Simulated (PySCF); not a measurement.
## TDDFT excited states: C7H10O

Compound: C₇H₁₀O.
SMILES: `O=C(C1CC1)C1CC1`

Method: PySCF 2.14.0, density-fitted response routines, TDDFT B3LYP/def2-SVPD, vertical, gas phase, core orbitals frozen in the response. One conformer (not necessarily the lowest) at the PBE0-D3(BJ)/def2-SVP geometry, without solvent, vibrations or thermal averaging. Torsions of this conformer, `[O:1]=[C:2]([CH:3]1[CH2:4][CH2:5]1)[CH:6]1[CH2:7][CH2:8]1`: O1–C2–C3–C4 31°, O1–C2–C6–C7 -35°.

| state | E (eV) | ν̃ (cm⁻¹) | f | \|μ\| (D) | main configurations (H = HOMO, L = LUMO) |
| --- | --- | --- | --- | --- | --- |
| S1 | 4.55 | 36670 | 0.0000 | 0.00 | H→L (98%) |
| S2 | 6.67 | 53760 | 0.0043 | 0.41 | H-3→L (86%), H→L+1 (8%) |
| S3 | 6.67 | 53770 | 0.027 | 1.03 | H→L+1 (84%), H-3→L (9%) |
| S4 | 6.76 | 54560 | 0.343 | 3.66 | H-2→L (87%) |
| S5 | 6.81 | 54890 | 0.023 | 0.94 | H-1→L (86%) |
| S6 | 7.16 | 57730 | 0.088 | 1.80 | H→L+3 (93%) |
| S7 | 7.23 | 58340 | 0.0080 | 0.54 | H-4→L (99%) |
| S8 | 7.33 | 59110 | 0.0014 | 0.22 | H→L+4 (84%), H→L+2 (14%) |
| S9 | 7.33 | 59110 | 0.0066 | 0.49 | H→L+2 (78%), H→L+4 (15%) |
| S10 | 7.71 | 62150 | 0.0009 | 0.18 | H-1→L+1 (94%) |

Triplets, Tamm–Dancoff:

```
state  E (eV)  λ (nm)  main configurations (H = HOMO, L = LUMO)
   T1    4.09   303.1                                 H→L (98%)
   T2    5.26   235.9                               H-1→L (92%)
   T3    6.08   204.0                               H-2→L (99%)
   T4    6.29   197.2                               H-3→L (97%)
```

The lowest singlet comes at 273 nm (439 kJ/mol) in the ultraviolet; it is dark (f under 0.0005); its leading configuration is HOMO→LUMO (98%). The strongest level in the table is S4 at 6.76 eV (183 nm, f = 0.343). S2/S3 and S8/S9 lie within about 0.01 eV of each other in each set. S1 has the pattern of n→π* at C=O. Of the 10 states listed, 4 reach f = 0.01 and 1 stays under 0.0005. The listed states span 3.16 eV, and the widest gap between neighbours is 2.12 eV (S1 to S2). Orbital energies (eV): HOMO-3 -8.50, HOMO-2 -8.33, HOMO-1 -8.15, HOMO -7.03, LUMO -0.78, LUMO+1 0.44, LUMO+2 0.96. The vertical ionisation energy (ΔSCF) is 9.22 eV, 1.52 eV above S10. The window holds the lowest 10 singlets.
